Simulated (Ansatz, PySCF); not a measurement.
This PySCF input computes a B3LYP/def2-TZVPD energy:

```python
from pyscf import gto, scf, dft

mol = gto.M(
    atom='''
    Ga   -0.00000000   -0.00000000   -0.35303556
    O     0.00000000    0.00000000    1.36801278
    ''',
    basis='def2-tzvpd',
    charge=0,
    spin=1,
    symmetry='C2v',
    verbose=4,
)

mf = dft.UKS(mol, xc='b3lyp').density_fit(auxbasis='def2-universal-jkfit')
mf.grids.level = 3
mf.conv_tol = 1e-9
mf.max_cycle = 100
mf.max_memory = 1500
mf.kernel()
if not mf.converged:
    mf = mf.newton()
    mf.kernel(mf.make_rdm1())
mf.analyze()
```

### Question
Write an input for the same energy in Ansatz (a first-principles code) and say what it gives.

### Answer

Ansatz 0.2 input:
```yaml
crystal:
  periodic: [false, false, false]
  atoms:
    - {symbol: Ga, position_ang: [-0.00000000, -0.00000000, -0.35303556]}
    - {symbol: O, position_ang: [0.00000000, 0.00000000, 1.36801278]}
basis:
  gaussian:
    orbitals: def2-TZVPD
hamiltonian:
  xc: {name: B3LYP}
magnetization: {spin_polarized: true, initial_magnetization: 1}
output: {forces: true}
```
It gives -2000.11494 Eh, and PySCF -2000.11498 Eh, a difference of 0.04 mEh, from the treatment of integrals and grids.
